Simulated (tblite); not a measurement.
Species: C5H2BrClO2.
Cartesian coordinates in Å at the GFN2-xTB level; atoms count from 1:
```
atom  x, y, z in Å
O1     2.7325    0.6230    0.6672
C2     1.9866   -0.1805    0.2117
Br3    2.6846   -1.9041   -0.4284
C4     0.5667   -0.1006    0.0374
O5    -0.1375   -1.1169   -0.5051
C6    -1.4137   -0.7554   -0.5370
C7    -1.5926    0.4981   -0.0215
C8    -0.3056    0.9367    0.3573
Cl9    0.1066    2.4193    1.0577
H10   -2.1142   -1.4592   -0.9443
H11   -2.5080    1.0423    0.0789
```

Level: GFN2-xTB in tblite, geometry and Hessian alike; calculated harmonic values, unscaled, isolated species. Errors from tens to a few hundred cm⁻¹ against measured bands are possible. One conformer, not necessarily the lowest.

Harmonic wavenumbers (cm⁻¹): 46.2, 98.9, 148.8, 162.7, 258.3, 322.6, 377.5, 426.8, 546.9, 572.0, 601.6, 648.5, 760.0, 805.0, 833.6, 874.3, 1002.6, 1079.9, 1141.9, 1216.3, 1284.7, 1374.2, 1417.9, 1512.8, 1808.3, 3162.6, 3201.9.

A = 1884, B = 599.8, C = 455.0 MHz; mass 207.893 u (most abundant isotopes); point group Cs, symmetry number 1.

Problem. What is the zero-point energy?

Solution. Half the sum of the wavenumbers: 12843 cm⁻¹ = 36.72 kcal/mol.

Problem. What is S at 273.15 K and 1 bar for an ideal gas of classical rigid rotors and harmonic oscillators?

Solution. Translation 41.49, rotation 30.55, vibration 19.65: S = 91.7 cal/(mol K).

Problem. And Cp and H(273.15 K) − H(0)?

Solution. Cp = 28.59 cal/(mol K), of which vibrations give 20.64 (their classical limit is 27 R = 53.7); H(273.15 K) − H(0) = 5.04 kcal/mol without the zero-point energy, 2.87 from vibrations.

Problem. How do the functions run with temperature in this model?

Solution. 
| T (K) | S (cal/(mol K)) | Cp (cal/(mol K)) | H − H(0) (kcal/mol) | G − H(0) (kcal/mol) | ln q(vib) |
| --- | --- | --- | --- | --- | --- |
| 100 | 70.3 | 15.9 | 1.17 | -5.86 | 1.27 |
| 200 | 83.6 | 23.4 | 3.13 | -13.59 | 3.19 |
| 300 | 94.5 | 30.4 | 5.83 | -22.51 | 5.13 |
| 500 | 112.6 | 40.9 | 13.03 | -43.28 | 8.89 |
| 800 | 133.9 | 49.3 | 26.72 | -80.42 | 14.03 |
| 1000 | 145.3 | 52.5 | 36.92 | -108.37 | 17.09 |

q(vib) and H(0) count from the zero-point level.

Problem. Which modes carry the vibrational entropy at 273.15 K?

Solution. 46.2 cm⁻¹: 4.80; 98.9 cm⁻¹: 3.31; 148.8 cm⁻¹: 2.52; 162.7 cm⁻¹: 2.35; 258.3 cm⁻¹: 1.52; 322.6 cm⁻¹: 1.16 cal/(mol K); the other 21 give 3.99 together.

Hindered rotation and anharmonicity are outside this model. Other conformers, if any are populated, would add a mixing term that is left out.

Hardware: an Arm Neoverse V1 with one thread, no GPU, on a shared host. Cost: 0.42 s. The figure is for the frequency step alone.
